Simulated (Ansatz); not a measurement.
Energy needed to pull apart AlNH₄Se (SMILES [NH2][AlH][SeH]), singlet, into free ground-state atoms, from the structure below (displaced at random from a GFN2-xTB minimum); no zero-point or spin–orbit terms; open-shell atoms are treated unrestricted, in their ground-state multiplicity.

```json
{"atom": "N1", "x (Å)": "-0.7372", "y (Å)": "0.6944", "z (Å)": "-0.7151"}
{"atom": "Al2", "x (Å)": "-0.3064", "y (Å)": "-0.3733", "z (Å)": "0.6341"}
{"atom": "Se3", "x (Å)": "1.8864", "y (Å)": "-0.9210", "z (Å)": "1.0971"}
{"atom": "H4", "x (Å)": "-1.6616", "y (Å)": "0.8482", "z (Å)": "-0.9150"}
{"atom": "H5", "x (Å)": "-0.0290", "y (Å)": "1.1730", "z (Å)": "-1.3291"}
{"atom": "H6", "x (Å)": "-1.3920", "y (Å)": "-0.7797", "z (Å)": "1.5972"}
{"atom": "H7", "x (Å)": "2.2155", "y (Å)": "-0.7859", "z (Å)": "-0.2885"}
```

Ansatz 0.2.0; basis: def2-TZVPP; cores frozen in the correlated methods. Filled d shells of the heavier atoms are correlated. The def2 sets are not built for correlating such inner shells, so the correlated values are less sure here.

```tsv
method	atomization energy (kJ/mol)
PBE-D4	2082
revPBE-D4	?
r2SCAN-D4	?
PBE0-D4	2049
CAM-B3LYP-D4	2080
wB97M-V	2076
HF	1433
MP2	2030
CCSD	1984
CCSD(T)	2015
```

**Question.** What does r2SCAN-D4 give? (An estimate is asked for; the value comes from the calculation.)

**Answer.** Computed: 2073 kJ/mol, which is about 57 kJ/mol more than CCSD(T)/def2-TZVPP.

**Question.** What does revPBE-D4 give? (Judge from chemistry; the value comes from the calculation.)

**Answer.** By the calculation: 2031 kJ/mol, which is about 16 kJ/mol more than CCSD(T)/def2-TZVPP.

In triple zeta the MP2 and coupled-cluster atomization energies are still short of their basis limit by a few kcal/mol a bond, whereas those of the functionals are nearly converged, so these differences are not deviations from converged CCSD(T).

T1 diagnostic: at most 0.010.

For scale, one of the runs: CCSD(T)/def2-TZVPP forces, 177 basis functions (an equivalent command: `ansatz run in.yaml --threads 4`). The run took 2.4 min on 4 CPU threads (shared host), with 2.9 GiB of host memory at its peak.
